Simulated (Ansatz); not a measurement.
All values below come from frozen-core CCSD(T)/def2-SVP // PBE0-D3(BJ)/def2-SVP in Ansatz (a quantum-chemistry and plane-wave program). The restricted HF reference is unstable towards unrestricted orbitals.

Ansatz 0.2 input:
```yaml
crystal:
  periodic: [false, false, false]
  atoms:
    - { symbol: C, position_ang: [4.472728, -1.532023, 0.472999] }
    - { symbol: C, position_ang: [3.436728, -2.388969, 0.096765] }
    - { symbol: C, position_ang: [2.143127, -1.905548, -0.090844] }
    - { symbol: C, position_ang: [1.880505, -0.541825, 0.104686] }
    - { symbol: C, position_ang: [2.93717, 0.317361, 0.467372] }
    - { symbol: C, position_ang: [4.224329, -0.170655, 0.657006] }
    - { symbol: C, position_ang: [2.445963, 1.728619, 0.615405] }
    - { symbol: C, position_ang: [1.03379, 1.697147, 0.008468] }
    - { symbol: C, position_ang: [0.64272, 0.233667, -0.042788] }
    - { symbol: C, position_ang: [-0.622411, -0.241635, -0.154078] }
    - { symbol: C, position_ang: [-1.027796, -1.699492, -0.066593] }
    - { symbol: C, position_ang: [-2.534264, -1.693924, 0.2402] }
    - { symbol: C, position_ang: [-2.973289, -0.303163, -0.117409] }
    - { symbol: C, position_ang: [-4.267997, 0.187817, -0.233897] }
    - { symbol: C, position_ang: [-4.462402, 1.527976, -0.573109] }
    - { symbol: C, position_ang: [-3.364409, 2.360571, -0.797612] }
    - { symbol: C, position_ang: [-2.06377, 1.874384, -0.678203] }
    - { symbol: C, position_ang: [-1.85781, 0.532919, -0.32466] }
    - { symbol: H, position_ang: [5.482012, -1.926482, 0.613255] }
    - { symbol: H, position_ang: [3.642598, -3.450205, -0.062419] }
    - { symbol: H, position_ang: [1.359045, -2.589548, -0.412507] }
    - { symbol: H, position_ang: [5.035526, 0.504869, 0.941709] }
    - { symbol: H, position_ang: [2.40734, 2.002235, 1.684341] }
    - { symbol: H, position_ang: [3.108957, 2.459936, 0.128497] }
    - { symbol: H, position_ang: [1.050708, 2.117262, -1.013119] }
    - { symbol: H, position_ang: [0.314894, 2.296456, 0.585366] }
    - { symbol: H, position_ang: [-0.839543, -2.200199, -1.033171] }
    - { symbol: H, position_ang: [-0.446602, -2.24471, 0.690866] }
    - { symbol: H, position_ang: [-3.090078, -2.467341, -0.31149] }
    - { symbol: H, position_ang: [-2.716657, -1.880728, 1.312962] }
    - { symbol: H, position_ang: [-5.125756, -0.469416, -0.067399] }
    - { symbol: H, position_ang: [-5.475786, 1.924047, -0.67363] }
    - { symbol: H, position_ang: [-3.524722, 3.403911, -1.079897] }
    - { symbol: H, position_ang: [-1.224948, 2.536883, -0.886971] }
basis:
  gaussian: { orbitals: def2-SVP }
correlation:
  method: ccsd_t
```

Output:

```
Functional definition: HF
3450 factors; integrals over basis functions are off by at most 1.5e-3 eV
mean field evaluation 1: about -18779.5254 eV, gradient 5.0e1 eV
mean field evaluation 2: about -18779.5538 eV, gradient 5.0e1 eV
mean field evaluation 4: about -18787.9452 eV, gradient 5.6e0 eV
mean field evaluation 8: about -18788.0426 eV, gradient 7.8e-2 eV
mean field evaluation 16: about -18788.0186 eV, gradient 7.7e-1 eV
mean field -18788.04260393 eV, -690.4478307017 hartree, gradient 2.1e-6 eV, S^2 0.000000; 0 other end points of the search recorded, 0 dependent functions left out; unrestricted orbitals would lower it
18 core orbitals not correlated
reference -18788.04260393 eV, -690.4478307017 hartree; 44, 44 occupied and 270, 270 virtual orbitals, 3450 factors
second order -64.40229914 eV of doubles, -0.00000000 eV of singles
cycle   1  -64.85493599 eV  change   -4.5e-1 eV  update   2.0e-1
cycle   2  -66.67691556 eV  change    -1.8e0 eV  update   6.3e-2
cycle   3  -67.09049494 eV  change   -4.1e-1 eV  update   2.7e-2
cycle   4  -67.10427230 eV  change   -1.4e-2 eV  update   9.4e-3
cycle   5  -67.10703576 eV  change   -2.8e-3 eV  update   4.0e-3
cycle   6  -67.10937326 eV  change   -2.3e-3 eV  update   1.3e-3
cycle   7  -67.10902074 eV  change    3.5e-4 eV  update   4.4e-4
cycle   8  -67.10890952 eV  change    1.1e-4 eV  update   1.6e-4
cycle   9  -67.10897891 eV  change   -6.9e-5 eV  update   6.0e-5
perturbative correction -3.06552621 eV, -0.1126560105 hartree
Total energy: -18858.21710905 eV, -693.0266961990 hartree
```

Cost: about 120 core-minutes (a rough figure).
